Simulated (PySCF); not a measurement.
**[ReF6]+ at several levels of theory**

Computed with PySCF 2.14.0 (density fitting, no spin-orbit coupling) at the geometry relaxed with TPSS:

```xyz
7
[ReF6]+ (singlet)
Re    0.0000    0.0000    0.0000
F     0.0000    0.0000    1.8175
F     0.0000    0.0000   -1.8175
F     1.8175    0.0000    0.0000
F     0.0000    1.8175    0.0000
F    -1.8175    0.0000    0.0000
F     0.0000   -1.8175    0.0000
```

| level | basis | state | HOMO (eV) | gap (eV) | charge on Re1 (e) | dipole about the centre of mass (D) | largest force component (eV/Å) |
| --- | --- | --- | --- | --- | --- | --- | --- |
| TPSS | Re def2-SVP with ECP60, F def2-SVP | singlet | -17.71 | 4.03 | 1.80 | 0.00 | 0.02 |
| HF | the same | singlet | -25.58 | 14.07 | 2.83 | 0.00 | 2.89 |
| TPSS | Re def2-TZVP with ECP60, F def2-TZVP | singlet | -17.58 | 4.11 | 1.64 | 0.00 | 0.30 |
| TPSS | Re x2c-SVPall, F x2c-SVPall | singlet | -17.84 | 3.76 | 1.47 | 0.00 | 0.54 |

Charges are Mulliken's, which hang on the basis. The relaxation used the grid (50, 194), these runs (75, 302) or, all-electron (x2c bases, spin-free X2C Hamiltonian), (99, 590).

A further run in the first row's basis gives HOMO (eV) -22.29, gap (eV) 10.85, charge on Re1 (e) 2.02, dipole about the centre of mass (D) 0.00, largest force component (eV/Å) 1.18. Which level was it?
A. wB97X
B. M06-L
C. B3LYP

A. The others give HOMO -19.38 eV (B3LYP); -18.28 eV (M06-L).

In the first row's basis the gap widens with exact exchange: 4.0 to 4.2 eV for TPSS, M06-L (none); 5.8 eV for B3LYP (a fixed share); 10.9 to 14.1 eV for wB97X, Hartree–Fock (rising or full at long range).

No frequency check is given that shows the relaxed geometry to be a minimum.
